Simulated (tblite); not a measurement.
C5H10FOSi (doublet state).
Geometry (GFN2-xTB, Å), atoms numbered from 1 in this order:
```xyz
18
C5H10FOSi angstrom
C     -2.407    0.367   -0.651
C     -1.733   -0.889   -0.109
Si     0.162   -0.840   -0.116
F      0.599   -2.236    0.621
C      1.105   -0.512   -1.667
O      2.049    0.447   -1.526
C      2.316    0.784   -0.172
C      1.092    0.597    0.725
H     -2.146    1.236   -0.052
H     -2.100    0.556   -1.676
H     -3.490    0.259   -0.634
H     -2.081   -1.077    0.907
H     -2.047   -1.748   -0.702
H      0.954   -0.781   -2.698
H      2.684    1.813   -0.186
H      3.125    0.129    0.177
H      1.409    0.391    1.742
H      0.500    1.510    0.741
```

Method: GFN2-xTB as coded in tblite; computed harmonic values from a numerical Hessian at the method's own geometry, unscaled. Errors from tens to a few hundred cm⁻¹ against measured bands are possible. One conformer, not necessarily the lowest. Open shells enter through the occupations alone, without spin polarisation, and single modes of such species can be off by tens of per cent.

Harmonic wavenumbers (cm⁻¹): 40.7, 70.4, 109.4, 139.7, 184.8, 206.5, 223.4, 242.7, 315.5, 413.4, 475.5, 601.4, 654.0, 712.2, 725.8, 756.6, 808.4, 861.3, 905.2, 953.3, 983.9, 1028.0, 1045.9, 1083.6, 1142.0, 1177.5, 1179.2, 1236.1, 1260.9, 1288.6, 1295.6, 1352.9, 1417.7, 1463.8, 1478.5, 1480.7, 1507.3, 1510.7, 2891.5, 2969.9, 2979.2, 2994.6, 3009.5, 3024.2, 3035.7, 3041.1, 3042.5, 3116.5.

A = 2343, B = 1292, C = 1096 MHz; mass 133.048 u (most abundant isotopes); point group C1, symmetry number 1; spin multiplicity 2.

Q: What is the zero-point energy?

A: ½Σν̃ = 31219 cm⁻¹ = 373.46 kJ/mol.

Q: Entropy at 273.15 K, 1 bar (ideal gas, RRHO, classical rotation)?

A: Translation 168.03, rotation 120.09, vibration 112.88, spin (R ln 2) 5.76: S = 406.8 J/(mol K).

Q: And Cp and H(273.15 K) − H(0)?

A: Cp = 145.40 J/(mol K), of which vibrations give 112.14 (their classical limit is 48 R = 399.1); H(273.15 K) − H(0) = 25.15 kJ/mol without the zero-point energy, 16.06 from vibrations.

Q: Blend soft modes into free rotors: weight 1/[1 + (100 cm⁻¹/ν̃)⁴] for the oscillator and the rest for a rotor with moment μB/(μ + B), μ = h/(8π²ν), B = 10⁻⁴⁴ kg m². What vibrational entropy results?

A: 103.57 J/(mol K) in place of 112.88, which changes −T·S at 273.15 K by +2.54 kJ/mol.

Q: What must be added to the electronic energy to get the Gibbs energy at 273.15 K and 1 bar?

A: ZPE + [H(273.15 K) − H(0)] − T·S = 373.46 + 25.15 − 111.11 = 287.50 kJ/mol.

Q: How do the functions run with temperature in this model?

A: 
| T (K) | S (J/(mol K)) | Cp (J/(mol K)) | H − H(0) (kJ/mol) | G − H(0) (kJ/mol) | ln q(vib) |
| --- | --- | --- | --- | --- | --- |
| 50 | 251.5 | 56.0 | 2.12 | -10.45 | 0.58 |
| 100 | 298.4 | 81.1 | 5.58 | -24.26 | 1.85 |
| 298.15 | 419.9 | 155.3 | 28.91 | -96.29 | 7.15 |
| 373.15 | 457.9 | 184.4 | 41.65 | -129.23 | 9.06 |
| 500 | 518.1 | 227.3 | 67.86 | -191.18 | 12.22 |
| 750 | 622.5 | 287.0 | 132.73 | -334.13 | 18.20 |
| 1000 | 710.8 | 326.0 | 209.67 | -501.08 | 23.73 |

q(vib) and H(0) count from the zero-point level.

Hindered rotation and anharmonicity are outside this model. Other conformers, if any are populated, would add a mixing term that is left out. The structure is chiral; the term R ln 2 for an equal mix with its mirror image is left out.
